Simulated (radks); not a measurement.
Initial-state core-level shifts of the thulium ion Tm3+ when its valence configuration changes from [Xe] 4f12. Method: scalar-relativistic Kohn-Sham, PBE, spin-polarised, spherical densities, finite nucleus; open shells are filled with parallel spins first (spin-orbit coupling, left out, can overturn this in heavy ions); Fermi nuclear charge, rms radius 5.2256 fm; computed with a radial shooting solver on a logarithmic mesh with Libxc functionals. Shifts are changes of the shell-averaged eigenvalues in eV (positive: less bound); the change of the density at the nucleus, which sets a Mossbauer isomer shift, is in e/bohr^3, on a base of 1.002e+06.

valence                3p       4s       4p       5s  density at nucleus
4f11 6s1          -12.762  -12.232  -12.035   -7.451              +137.8
4f10 6p2          -29.521  -28.159  -27.709  -17.568              +112.8
4f11 6p1          -14.052  -13.527  -13.332   -8.725               +51.9
4f10 6s2          -27.118  -25.754  -25.307  -15.265              +302.2
4f11.5 6p0.5       -6.831   -6.605   -6.514   -4.334               +24.7
4f11 5d1           -9.467   -8.946   -8.742   -4.264               +42.9
4f11.5 5d0.5       -4.606   -4.377   -4.281   -2.134               +20.7
4f11 6s0.5 6p0.5  -13.408  -12.880  -12.684   -8.089               +94.7
4f10 5d2          -19.895  -18.588  -18.129   -8.483               +91.7
